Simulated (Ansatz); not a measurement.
# Worked example: the step energy

An elementary step of SiNH6SF, singlet (SiNH₄F ([NH2][SiH2][F]) + H₂S → SiNH₅S ([NH2][SiH2][SH]) + HF; Si–F, H–S broken or loosened, Si–S, F–H formed or tightened). “Start” and “end” are the PBE0-D4/def2-TZVP structures reached by relaxing down either side of its saddle point, with the molecules still in contact.

Ansatz 0.2.0; basis: def2-TZVPP and def2-QZVPP; cores frozen in the correlated methods.

Energies in eV:

| quantity | end | start |
| --- | --- | --- |
| Hartree–Fock, triple zeta (X = 3) | -22966.56998 | -22967.59786 |
| Hartree–Fock, quadruple zeta (X = 4) | -22967.32988 | -22968.38855 |
| MP2 correlation, X = 3 | -21.74633 | -21.37462 |
| MP2 correlation, X = 4 | -23.59569 | -23.18762 |
| CCSD(T) correlation, X = 3 | -23.72099 | -23.40071 |

(1) Work out the step energy at the basis limit: extrapolate Hartree–Fock as E(X) = E∞ + A exp(−7.88 √X) and the MP2 correlation as E(X) = E∞ + B X^−2.97 (the exponents that Neese and Valeev fitted for def2-TZVPP and QZVPP), then add CCSD(T) − MP2 in triple zeta.

The T1 diagnostic stays at or below 0.013.

## Answers

(1) Each step is linear, so take the differences first (end − start): Hartree–Fock 1.02788 (X = 3) and 1.05867 (X = 4); MP2 correlation -0.37171 and -0.40807; CCSD(T) correlation -0.32028.
Two points give E∞ = E(4) + w [E(4) − E(3)], with w = 1/(exp(7.88 (2 − √3)) − 1) = 0.1377 for Hartree–Fock and w = 1/((4/3)^2.97 − 1) = 0.7407 for the correlation.
Hartree–Fock: 1.05867 + 0.1377 × 0.03079 = 1.0629 eV.
MP2 correlation: -0.40807 + 0.7407 × (-0.03636) = -0.4350 eV.
CCSD(T) − MP2: -0.32028 − (-0.37171) = 0.0514 eV.
Sum: 1.0629 + (-0.4350) + 0.0514 = 0.6793 eV, or 15.66 kcal/mol. Plain CCSD(T) in triple zeta gives 0.7076 eV, so the larger basis shifts the result by -0.0283 eV.

Labels in which every atom is bracketed show which atoms are joined, not bond orders.

For scale, one of the runs: CCSD(T)/def2-TZVPP, 230 basis functions, launched by `ansatz run in.yaml --threads 4 --pin off --events-out ev --progress --plain --max-ram 9574MiB`. The run took 64 s on 4 CPU threads of an AMD EPYC 7R43 (shared host), with 3.8 GiB of host memory at its peak.
